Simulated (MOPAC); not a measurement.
MOPAC input (MNDO):

```
MNDO PRECISE GNORM=0.05 LET XYZ UHF MS=0.5 GEO-OK AUX(PRECISION=9) THREADS=1
H2BF2Si

F     1.35551000 1   -0.95791200 1    0.16000000 1
B     0.52356700 1    0.07065900 1    0.06193300 1
F     1.06543800 1    1.28146900 1    0.05729600 1
Si   -1.43395400 1   -0.19419700 1   -0.18432400 1
H    -2.00713400 1   -1.49592900 1    0.21367600 1
H    -2.32388000 1    0.94937900 1    0.10152700 1
```

From the output:

```
                                                       MOPAC v23.2.5 Linux

          FINAL HEAT OF FORMATION =       -145.49548 KCAL/MOL =    -608.75308 KJ/MOL

          COSMO AREA              =        111.15 SQUARE ANGSTROMS
          COSMO VOLUME            =         99.02 CUBIC ANGSTROMS

          GRADIENT NORM           =          0.04912          =       0.02005 PER ATOM
          IONIZATION POTENTIAL    =          7.990060 EV
          ALPHA SOMO LUMO (EV)    =         -7.990  0.572
          BETA  SOMO LUMO (EV)    =        -11.790 -0.351
          NO. OF ALPHA ELECTRONS  =         12
          NO. OF BETA  ELECTRONS  =         11
          MOLECULAR WEIGHT        =         78.9081         POINT GROUP:  Cs

          MOLECULAR DIMENSIONS (Angstroms)

            Atom       Atom       Distance
            H     5    F     3     4.00086
            H     6    F     1     3.71514
            H     5   Si     4     0.36296

          SCF CALCULATIONS        =         16

   ATOM   CHEMICAL          X               Y               Z
  NUMBER   SYMBOL      (ANGSTROMS)     (ANGSTROMS)     (ANGSTROMS)

     1       F          1.35677890  *  -0.91276492  *   0.16460349  *
     2       B          0.46378906  *   0.06223668  *   0.04733315  *
     3       F          1.07813720  *   1.23869859  *   0.06595356  *
     4      Si         -1.44550088  *  -0.19614328  *  -0.19472123  *
     5       H         -1.91894156  *  -1.40640447  *   0.23278872  *
     6       H         -2.21599358  *   0.88739256  *   0.12753831  *

                             CARTESIAN COORDINATES

   1    F        1.356778904    -0.912764918     0.164603495
   2    B        0.463789063     0.062236677     0.047333154
   3    F        1.078137198     1.238698586     0.065953562
   4   Si       -1.445500879    -0.196143284    -0.194721229
   5    H       -1.918941559    -1.406404466     0.232788724
   6    H       -2.215993583     0.887392556     0.127538309

           Empirical Formula: H2 F2 B Si  =     6 atoms

      MOLECULAR POINT GROUP   :   Cs

          ALPHA EIGENVALUES
 -47.68278 -44.47526 -22.01081 -19.18555 -17.77601 -17.31033 -16.36911 -15.06554
 -15.03532 -12.61559 -11.88760  -7.99006   0.57220   1.40446   1.86045   2.35225
   6.81108   7.13093

           BETA EIGENVALUES
 -47.64926 -44.44950 -21.44923 -19.05354 -17.76832 -17.25286 -16.22187 -15.05921
 -14.96470 -12.53610 -11.78962  -0.35053   0.96136   1.74119   2.28028   2.51246
   6.88177   7.16589

              NET ATOMIC CHARGES AND DIPOLE CONTRIBUTIONS

  ATOM NO.   TYPE          CHARGE      No. of ELECS.   s-Pop       p-Pop
    1          F          -0.206577        7.2066     1.83279     5.37378
    2          B          -0.035157        3.0352     1.27677     1.75838
    3          F          -0.206583        7.2066     1.83280     5.37379
    4         Si           1.014873        2.9851     1.14330     1.84183
    5          H          -0.283276        1.2833     1.28328
    6          H          -0.283280        1.2833     1.28328
 DIPOLE           X         Y         Z       TOTAL
 POINT-CHG.    -3.914    -0.584    -1.676     4.298
 HYBRID         1.134     0.204     1.235     1.689
 SUM           -2.780    -0.380    -0.442     2.841

          ATOMIC ORBITAL ELECTRON POPULATIONS

     Atom    s        px        py        pz
    1  F   1.83279   1.79763   1.74480   1.83136
    2  B   1.27677   0.83121   0.56174   0.36543
    3  F   1.83280   1.88651   1.65296   1.83432
    4 Si   1.14330   0.47830   0.55738   0.80615
    5  H   1.28328
    6  H   1.28328

                    (SZ)    =    0.500000
                    (S**2)  =    0.752519

          ATOMIC ORBITAL SPIN POPULATIONS

    Atom   Total    s     px     py     pz
         Atomic
    1  F  0.0066  0.000  0.001  0.000  0.005
    2  B  0.0227  0.009  0.002 -0.000  0.012
    3  F  0.0066  0.000  0.000  0.000  0.006
    4 Si  0.9726  0.142  0.020  0.024  0.787
    5  H -0.0043 -0.004
    6  H -0.0043 -0.004

 **********************
 *                    *
 * JOB ENDED NORMALLY *
 *                    *
 **********************

 == MOPAC DONE ==
```

The geometry given is a B3LYP-D3(BJ)/def2-TZVP minimum.
